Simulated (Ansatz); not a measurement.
Consider the formal exchange of groups at the Sc–Cl bond: `[NH2][Sc]([Cl])[O][SiH3]` + CH₄ → `[CH3][Sc]([NH2])[O][SiH3]` + HCl.

Gas-phase electronic energies from Ansatz, PBE0-D4/def2-TZVP geometries. CCSD(T)/CBS is the MP2 limit (def2-TZVPP, def2-QZVPP) plus CCSD(T) − MP2 in def2-TZVPP, frozen cores. This one scheme is used for every species. DFT in def2-TZVPP. For Sc outer-core shells are correlated without core-valence functions, which leaves a few kJ/mol of doubt a bond. Scalar relativity is left out up to krypton. One conformer a species, not always the lowest.

| species | r2SCAN0-D4 energy (Eh) |
| --- | --- |
| `[NH2][Sc]([Cl])[O][SiH3]` | -1643.50566 |
| CH₄ | -40.49857 |
| `[CH3][Sc]([NH2])[O][SiH3]` | -1223.12218 |
| HCl | -460.78281 |

Problem. Work out ΔE.

Solution. ΔE = (-1223.12218) + (-460.78281) − (-1643.50566) − (-40.49857) = 0.09924 Eh = +260.6 kJ/mol. CCSD(T)/CBS gives +249.7 kJ/mol.

Largest T1 diagnostic among the species: 0.014.

At CCSD(T), def2-SVP lies +15.7 kJ/mol from the extrapolated value and def2-TZVPP +2.4 kJ/mol. Leaving LDA and LC-ωPBE aside and taking each functional with its dispersion term where it has one, the values, not all of them listed here, spread over 15.3 kJ/mol, from revPBE-D4 to BHLYP-D4. LDA lies −3.1 kJ/mol from PBE without D4. In def2-TZVPP, CCSD(T) changes the Hartree–Fock value by −19.7 kJ/mol (the triples alone add +0.0 kJ/mol) and MP2 by −14.8 kJ/mol.
